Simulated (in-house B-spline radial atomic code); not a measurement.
Yb. Computed with a B-spline radial atomic code. Model: non-relativistic spherical atom: semilocal Troullier-Martins pseudo-atom, one channel per l, against all electrons, high spin, G0W0 and RPA with empty states to l = 8, local potential for every l without a channel, a model core (radius 0 = none) keeps its share of the functional.

Without relativity these are model numbers for so heavy an element.

What the tables leave out is listed at the end.

The pseudopotential gives back the lowest level of each angular momentum of its own functional in the configuration it was made in; a second state of the same l is only approximately right. Exact exchange, RPA and GW see the smooth pseudo-orbitals and miss the exchange with the core, for which the functional's share stands in. The column with an uncorrelated core keeps all orbitals and exact exchange, and so separates missing core correlation from pseudisation. Only the three outermost levels and the lowest empty one were computed. RPA here is direct RPA, with no exchange kernel, and its energies carry an (l + 1/2)⁻⁴ tail. A hybrid on a potential with a model core restores only its own semilocal share of the core's exchange.

Command:
```bash
python run_psgw.py task.json out
```
Settings (lengths in bohr, energies in hartree):
```
Z                      70
electrons              70
configuration          [Xe] 4f14 6s2
generated_in           [Xe] 4f14 6s2
functional             pbe,pbe
core_shells            9
radius_factor          1.15
core_correction        False
ion_configuration      [Xe] 4f14 6s1
```

Run time, properties included: 2.2 min on 1 thread of Arm Neoverse N1 (shared host).

Given: made with PBE; model core radius 0 bohr; local radius 1.48 bohr; mean-field start PBE.

Valence shells of the generating configuration: 5s, 5p, 4f, 6s.

Channel: s 1.342, p 1.466, d 2.262, f 1.855 (radii in bohr).

Computed: largest level miss in the spin-unpolarised generating configuration 0.029 eV; valence RPA correlation energy all-electron orbitals -1.937 hartree; valence RPA correlation energy pseudo -2.5549 hartree; all-electron RPA polarisability, core included 126.32 bohr³; pseudo-atom RPA polarisability 124.53 bohr³; ionisation by mean-field pseudo minus all 0.041 eV; ionisation by RPA pseudo minus all 0.112 eV.

```csv
level,occupied,mean-field all-electron (eV),mean-field pseudo minus all (eV),G0W0 all-electron (eV),G0W0 uncorrelated core minus all (eV),G0W0 pseudo minus all (eV),exchange self-energy all-electron (eV),exchange self-energy pseudo (eV)
6s,1,-3.6045,-0.029,-5.8568,0.002,-0.034,-7.1234,-6.9054
```

**Question.** What is the ionisation by mean-field all-electron?

**Answer.** 5.8302 eV.

**Question.** What is the ionisation by RPA all-electron?

**Answer.** 6.2344 eV.

Given: mean-field start PBE0.

Computed: valence RPA correlation energy pseudo -2.4742 hartree; all-electron RPA polarisability, core included 111.13 bohr³; ionisation by mean-field all-electron 5.7106 eV; ionisation by mean-field pseudo minus all 0.06 eV; ionisation by RPA all-electron 6.0409 eV; ionisation by RPA pseudo minus all 0.11 eV.

```csv
level,occupied,mean-field all-electron (eV),mean-field pseudo minus all (eV),G0W0 all-electron (eV),G0W0 uncorrelated core minus all (eV),G0W0 pseudo minus all (eV),exchange self-energy all-electron (eV),exchange self-energy pseudo (eV)
6s,1,-4.1145,-0.047,-5.9402,0.002,-0.067,-6.9687,-6.7876
6p (empty),0,-0.92121,-0.013,-0.16275,0,-0.027,-1.4264,-1.3583
```

**Question.** What is the pseudo-atom RPA polarisability?

**Answer.** 108.53 bohr³.

**Question.** What is the valence RPA correlation energy all-electron orbitals?

**Answer.** -1.8262 hartree.

Given: mean-field start Hartree-Fock.

Computed: valence RPA correlation energy all-electron orbitals -1.5795 hartree; valence RPA correlation energy pseudo -2.2782 hartree; pseudo-atom RPA polarisability 91.518 bohr³; ionisation by mean-field all-electron 4.7803 eV; ionisation by mean-field pseudo minus all 0.082 eV; ionisation by RPA pseudo minus all 0.122 eV.

| level | occupied | mean-field all-electron (eV) | mean-field pseudo minus all (eV) | G0W0 all-electron (eV) | G0W0 uncorrelated core minus all (eV) | G0W0 pseudo minus all (eV) | exchange self-energy all-electron (eV) | exchange self-energy pseudo (eV) |
| --- | --- | --- | --- | --- | --- | --- | --- | --- |
| 6s | 1 | -4.9651 | -0.084 | -5.8725 | 0.002 | -0.137 | -6.4568 | -6.3321 |
| 4f | 1 | -19.93 | 7.679 | -15.83 | -0.16 | 3.998 | -76.825 | -38.524 |

**Question.** What is the all-electron RPA polarisability, core included?

**Answer.** 95.018 bohr³.

**Question.** What is the ionisation by RPA all-electron?

**Answer.** 5.6684 eV.

Among the listed levels the largest G0W0 shift of the pseudo-atom is +4.00 eV, for 4f on the Hartree-Fock start, while leaving the core uncorrelated moves that level by -0.16 eV. So pseudisation and the lost core exchange, not the missing core correlation, make the error. Not in the tables (levels of low weight, unsolved or above zero; the highest and the empty levels are kept at any weight): on PBE the G0W0 levels 4f (pseudo minus all +6.37 eV, weights 0.72 and 0.11), 5p (pseudo minus all -0.80 eV, weights 0.06 and 0.07), 5d (pseudo minus all -0.05 eV, weights 0.56 and 0.54); on PBE0 the G0W0 levels 4f (pseudo minus all +8.71 eV, weights 0.79 and 0.05), 5p (pseudo minus all -1.92 eV, weights 0.02 and 0.49); on Hartree-Fock the G0W0 levels 5p (pseudo minus all -2.24 eV, weights 0.62 and 0.88).
